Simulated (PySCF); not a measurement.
## The second ionisation energy along group 15

All values are computed (PySCF 2.14, energy differences of UHF-based or UKS calculations, no spin-orbit coupling). Values in eV. The last column holds reference values (NIST; (s) semi-empirical, (t) theoretical, else measured). Unmarked ones compare directly (S terms, centres of terms, or small fine structure); those marked * lie between the lowest fine-structure levels and include a spin-orbit shift.

| element | configurations | UHF | PBE | PBE0 | MP2 (valence) | MP2 (valence and next inner shell) | SCS-MP2 (valence and next inner shell) | reference |
| --- | --- | --- | --- | --- | --- | --- | --- | --- |
| N (aug-cc-pwCVQZ, non-relativistic) | [He] 2s2 2p2 → [He] 2s2 2p1 | 29.205 | 29.900 | 29.911 | 29.671 | 29.719 | 29.563 | 29.601 (s) * |
| P (aug-cc-pwCVQZ, non-relativistic) | [Ne] 3s2 3p2 → [Ne] 3s2 3p1 | 19.168 | 19.784 | 19.821 | 19.660 | 19.697 | 19.602 | 19.769 (s) * |
| As (aug-cc-pwCVQZ-PP with ECP10MDF, ECP) | [Ar] 3d10 4s2 4p2 → [Ar] 3d10 4s2 4p1 | 17.978 | 18.437 | 18.507 | 18.395 | 18.569 | 18.445 | 18.589 * |
| Bi (aug-cc-pwCVQZ-PP with ECP60MDF, ECP) | [Xe] 4f14 5d10 6s2 6p2 → [Xe] 4f14 5d10 6s2 6p1 | 15.306 | 15.761 | 15.820 | 15.616 | 15.897 | 15.754 | 16.703 * |

For Bi a determinant mixes LS terms or the coupling is close to jj, so these rows are model values.

"Valence" correlates the outer s and p shells and, in groups 3 to 12 and the f block, the outer d or f shell, open or full, or the next shell where the ion has no valence electron left; the wider scheme adds the next inner shell.
